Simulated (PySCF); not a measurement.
Compound: Mo(CMe)(NH2)3, C2H9MoN3 (singlet state).
Bonds: Mo1–C2, Mo1–N7, Mo1–N10, Mo1–N13, C2–C3. Hydrogens: H4, H5, H6 on C3; H8, H9 on N7; H11, H12 on N10; H14, H15 on N13.

Method: PBE0-D3(BJ)/def2-SVP geometry optimisation, gas phase, def2 core potentials past Kr in PySCF 2.14.0; density fitting, grid level 1; the optimiser is geomeTRIC in internal coordinates, started from a GFN2-xTB structure with every atom displaced at random (about 0.03 Å).

Step 1: E = -8534.6590 eV
```
atom  x, y, z in Å  |  force x, y, z in eV/Å
Mo1    -0.0015   -0.0111   -0.6699    0.427  -0.729  -2.939
C2     -0.0106    0.0017    0.9959   -0.084  -0.040   2.508
C3     -0.0104   -0.0077    2.4591    0.696   0.081   0.334
H4     -1.0118    0.0415    2.8943   -0.316  -0.034   0.027
H5      0.4969   -0.9135    2.8366   -0.144  -0.026   0.008
H6      0.5708    0.8463    2.8573   -0.120  -0.017  -0.063
N7      1.9025   -0.0252   -1.1351   -0.046  -0.084   0.126
H8      2.1914   -0.0269   -2.1123    0.000   0.018   0.004
H9      2.7268   -0.0305   -0.5434   -0.053  -0.002   0.009
N10    -0.9029    1.6059   -1.1087   -0.477   1.067  -0.211
H11    -1.0505    1.8470   -2.0891    0.020  -0.037  -0.023
H12    -1.2755    2.3547   -0.5359   -0.009  -0.046   0.092
N13    -1.0698   -1.5780   -1.1353    0.187  -0.267  -0.023
H14    -1.1671   -1.8500   -2.1151   -0.011   0.069   0.071
H15    -1.4212   -2.3303   -0.5544   -0.070   0.047   0.079
```

Step 2: E = -8534.7477 eV
```
atom  x, y, z in Å  |  force x, y, z in eV/Å
Mo1    -0.0080   -0.0072   -0.7210   -0.060   0.154   1.255
C2     -0.0027   -0.0063    1.0250   -0.017  -0.032  -1.254
C3      0.0093   -0.0168    2.4977   -0.235   0.011  -0.017
H4     -1.0205    0.0277    2.9183    0.309  -0.024  -0.148
H5      0.5003   -0.9248    2.8815   -0.045  -0.103   0.005
H6      0.5765    0.8385    2.8946   -0.005   0.130   0.013
N7      1.9046   -0.0397   -1.1527   -0.330  -0.055   0.155
H8      2.2181   -0.0439   -2.1187    0.035   0.011  -0.176
H9      2.7135   -0.0494   -0.5424   -0.034  -0.006   0.071
N10    -0.9275    1.6641   -1.1495    0.137  -0.124   0.041
H11    -1.0788    1.9206   -2.1238   -0.006   0.004  -0.043
H12    -1.2953    2.3975   -0.5524    0.029  -0.094   0.048
N13    -1.0537   -1.6047   -1.1477    0.330   0.114  -0.299
H14    -1.1642   -1.8987   -2.1228   -0.007   0.084   0.187
H15    -1.4043   -2.3331   -0.5421   -0.101  -0.070   0.162
```

Task: Estimate the geometry and energy of step 3. (The exact step hangs on the optimiser's Hessian estimate; all steps are aligned on step 2, rigid shifts and turns removed.)

Result: E = -8534.7827 eV, largest force 0.353 eV/Å
```
atom  x, y, z in Å  |  force x, y, z in eV/Å
Mo1    -0.0079   -0.0050   -0.7197   -0.191   0.222   0.196
C2     -0.0021   -0.0070    1.0002    0.014  -0.018  -0.201
C3      0.0104   -0.0165    2.4704   -0.035   0.018   0.043
H4     -1.0158    0.0263    2.8809    0.101  -0.007  -0.039
H5      0.4947   -0.9298    2.8557   -0.034  -0.012  -0.003
H6      0.5718    0.8462    2.8677   -0.030   0.011  -0.006
N7      1.8913   -0.0446   -1.1428    0.077  -0.045  -0.042
H8      2.2149   -0.0472   -2.1097   -0.010   0.008   0.006
H9      2.6923   -0.0581   -0.5216   -0.013  -0.005   0.024
N10    -0.9239    1.6667   -1.1398    0.060  -0.012  -0.036
H11    -1.0826    1.9389   -2.1098    0.007  -0.018   0.017
H12    -1.2892    2.3877   -0.5277    0.007  -0.046   0.044
N13    -1.0362   -1.6040   -1.1377    0.096  -0.196  -0.045
H14    -1.1587   -1.9061   -2.1046   -0.018   0.038   0.027
H15    -1.3917   -2.3237   -0.5175   -0.030   0.063   0.015
```

The energy changes by -0.0350 eV. The first-order estimate −F·Δx gives -0.0584 eV and the mean of the old and new forces, exact on a quadratic surface, -0.0342 eV. The step makes an angle of 72° with the force vector and moves no atom by more than 0.038 Å.

What follows is the cost of the whole optimisation. Time: 1.7 min of wall time; peak memory 0.58 GiB. Hardware: one thread, Arm Neoverse V1 (aarch64), no GPU (shared host).
